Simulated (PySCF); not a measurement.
Which level of theory gave which numbers?

Compound: cyclopropyl cyanosilane, C₄H₇NSi.
InChI=1S/C4H7NSi/c5-3-6-4-1-2-4/h4H,1-2,6H2

The closed-shell ground state was solved 4 times with PySCF (density fitting, gas phase), always in the pcSseg-2 basis (321 functions), with these functionals: B97-2, KT3, PBE0 and wB97X-D. One conformer (not necessarily the lowest) at the PBE0-D3(BJ)/def2-TZVP geometry, without solvent, vibrations or thermal averaging.

| row | total energy (Eh) | HOMO (eV) | LUMO (eV) | dipole (D) |
| --- | --- | --- | --- | --- |
| P | -500.8629 | -10.67 | 1.27 | 3.96 |
| Q | -500.8749 | -8.54 | -0.53 | 3.94 |
| R | -500.5608 | -8.81 | -0.51 | 3.95 |
| S | -506.6385 | -7.59 | -1.44 | 3.84 |

Task: Which functional belongs to which row?

Result: P = wB97X-D, Q = B97-2, R = PBE0, S = KT3. By rising HOMO–LUMO gap: KT3 (GGA) 6.15 eV; B97-2 (global hybrid, 21 % exact exchange) 8.01 eV; PBE0 (global hybrid, 25 % exact exchange) 8.30 eV; wB97X-D (range-separated hybrid) 11.94 eV. Total energies of different functionals aren't bounds to one another; each is stationary for its own functional.

The values belong to the conformer `[N:1]#[C:2][SiH2:3][CH:4]1[CH2:5][CH2:6]1`: C2–Si3–C4–C5 32°.

wB97X-D is run here without its empirical dispersion term; that term would change no orbital, density or response property at a fixed geometry.
